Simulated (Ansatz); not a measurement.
`CO[Si]Cl` and `CO[Si]F` differ in one atom or group.

Ansatz, PBE0-D4/def2-TZVP geometries, multiplicity 1. Each molecule was computed in one conformer, which needn't be the lowest.

| property | `CO[Si]Cl` |
| --- | --- |
| size of the dipole moment (PBE/def2-TZVPP) / D | 1.79 |
| zero-point energy (PBE0-D4/def2-TZVP) / kJ/mol | 115.6 |
| size of the dipole moment (B3LYP/def2-TZVPP) / D | 1.73 |
| HOMO–LUMO gap (B3LYP/def2-TZVPP) / eV | 5.21 |
| HOMO energy (B3LYP/def2-TZVPP) / eV | -7.23 |
| ideal-gas entropy at 298 K and 1 bar (rigid rotor, harmonic PBE0-D4/def2-TZVP) / J/(mol·K) | 321 |

What does the change do to each property? (Estimate.)

Ansatz gave: 
| property | `CO[Si]F` | shift |
| --- | --- | --- |
| size of the dipole moment (PBE/def2-TZVPP) / D | 1.52 | -0.27 |
| zero-point energy (PBE0-D4/def2-TZVP) / kJ/mol | 118.1 | 2.5 |
| size of the dipole moment (B3LYP/def2-TZVPP) / D | 1.45 | -0.28 |
| HOMO–LUMO gap (B3LYP/def2-TZVPP) / eV | 5.79 | 0.58 |
| HOMO energy (B3LYP/def2-TZVPP) / eV | -7.41 | -0.18 |
| ideal-gas entropy at 298 K and 1 bar (rigid rotor, harmonic PBE0-D4/def2-TZVP) / J/(mol·K) | 308 | -13 |

With PBE0 the HOMO falls by 0.17 eV and the LUMO rises by 0.43 eV, so the gap widens by about 0.60 eV. PBE moves the HOMO by -0.11 eV and ωB97M-V by -0.25 eV. Dipoles are sizes alone; their direction can turn.

B3LYP here is the variant with VWN-RPA as its local correlation; programs differ in this.
